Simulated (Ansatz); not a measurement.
# Energy profile

The step: TiCl₄ ([Cl][Ti]([Cl])([Cl])[Cl]) + H₂ → TiHCl₃ ([Cl][TiH]([Cl])[Cl]) + HCl; bonds formed: Ti1–H7, Cl2–H6; bonds broken: Ti1–Cl2, H6–H7 (atoms numbered as in the saddle structure below).

```
7
angstrom
Ti -0.2055 0.5136 -0.1040
Cl -0.1870 -2.2375 0.2959
Cl -1.0374 0.1615 -2.0776
Cl -1.5815 0.6864 1.5657
Cl 0.7723 2.4362 -0.2343
H 0.8874 -1.3988 0.3318
H 1.3514 -0.1615 0.2224
```

Electronic energies by CCSD(T) at an estimated basis limit (MP2 extrapolated from triple and quadruple zeta, plus CCSD(T) − MP2 in triple zeta), on PBE0-D4/def2-TZVP structures; TiH2Cl4, singlet; no counterpoise correction. Computed with Ansatz 0.2.0 (basis: def2-TZVPP and def2-QZVPP); correlated methods freeze the cores. Extrapolation: Hartree–Fock as exp(−7.88 √X), correlation as X^−2.97.

Problem. Give the profile in eV, counted from the separated reactants. (To be estimated.)

Solution. Computed:
```
                                                                                                         point      eV
separated: TiCl4 (linked as [Cl][Ti]([Cl])([Cl])[Cl]; Ti1, Cl2, Cl3, Cl4, Cl5; singlet) + H2 (H6, H7; singlet)   0.000
                                                                                               start structure  -0.020
                                                                                                        saddle   1.795
                                                                                                 end structure   1.598
   separated: TiHCl3 (linked as [Cl][TiH]([Cl])[Cl]; Ti1, Cl3, Cl4, Cl5, H7; singlet) + HCl (Cl2, H6; singlet)   1.663
```

T1 diagnostic: at most 0.025. The restricted Hartree–Fock reference is unstable towards an unrestricted one at one or more of these structures.

For scale, one of the runs: CCSD(T)/def2-TZVPP, 260 basis functions, launched by `ansatz run in.yaml --threads 8 --pin off --events-out ev --progress --plain --max-ram 19148MiB`. Time: 3.9 min of wall clock on 8 CPU threads of an Intel Xeon; the host was shared. Peak host memory: 5.8 GiB.
